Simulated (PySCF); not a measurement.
# Unknowns

[PySCF 2.14.0 with density-fitted response routines: GFN2-xTB structure; shieldings: GIAO PBE0/pcSseg-1; single conformer; equivalent nuclei averaged; no relativistic terms; no solvent]

Scale: $^{1}$H (σref 31.72) and $^{13}$C (σref 186.93) vs TMS (reference shieldings calculated alike). Where no couplings were computed, multiplicities follow the n + 1 count of equivalent neighbours, and m marks all less simple cases (inequivalent or close neighbours, rings, F or P nearby). Shifts are as computed. Against solution values, carbons near 30 ppm lie about +3 ppm off and those near 130 ppm about +5 ppm; carbons on Cl a further +6 ppm. Of 1309 compounds with measured shifts, 239 miss one by over three times the rms of a fit or turn the order of signals round; such compounds aren't used in these exercises. Carbons bonded to Cl come out too deshielded.

Task: C₂H₉ClO₂Si₂. $^{1}$H NMR (400 MHz, computed): δ 5.26 (s, 3H), 4.85 (s, 2H), 4.20 (t, 2H), 3.62 (t, 2H). $^{13}$C{$^{1}$H} NMR (computed): δ 67.3 (CH2), 46.7 (CH2). Give a structure.

Result: SMILES [SiH3]O[SiH2]OCCCl. The formula gives 0 degrees of unsaturation. 2 carbon signals for 2 carbons: no two carbons are equivalent. Carbon types of the structure: 2 × CH2, leaving 5 H on heteroatoms. δC 67.3: sp3 CH2 bonded to O; deshielded by the electronegative neighbour. δC 46.7: sp3 CH2 bonded to Cl; the inductive effect lowers its shielding. δH 4.20: hydrogen on an sp3 CH2 bonded to O; its carbon carries O, which withdraws density. δH 3.62: hydrogen on an sp3 CH2 bonded to Cl; its carbon carries Cl, hence the downfield position.

The data come from this structure; uniqueness wasn't tested.

Task: C₇H₉ClOSi. $^{1}$H NMR (500 MHz, computed): δ 7.86 (d, 1H), 7.64 (m, 1H), 7.61 (m, 1H), 7.48 (s, 1H), 5.36 (s, 2H), 4.02 (s, 3H). $^{13}$C{$^{1}$H} NMR (computed): δ 144.9 (C), 139.8 (C), 138.6 (CH), 137.6 (CH), 136.1 (CH), 134.5 (CH), 54.3 (CH3). Identify the compound.

Result: `InChI=1S/C7H9ClOSi/c1-9-10-7-4-2-3-6(8)5-7/h2-5H,10H2,1H3`. The formula gives 4 degrees of unsaturation (1 ring in the answer). 7 carbon signals for 7 carbons: no two carbons are equivalent. Carbon types of the structure: 2 × C, 4 × CH, 1 × CH3, leaving 2 H on heteroatoms. δC 144.9: aromatic carbon bearing chlorine. δC 139.8: substituted aromatic carbon. δC 138.6, 137.6, 136.1, 134.5: aromatic CH; the aromatic region. δC 54.3: methyl carbon bonded to O; the inductive effect lowers its shielding.

The shifts were computed for this structure.
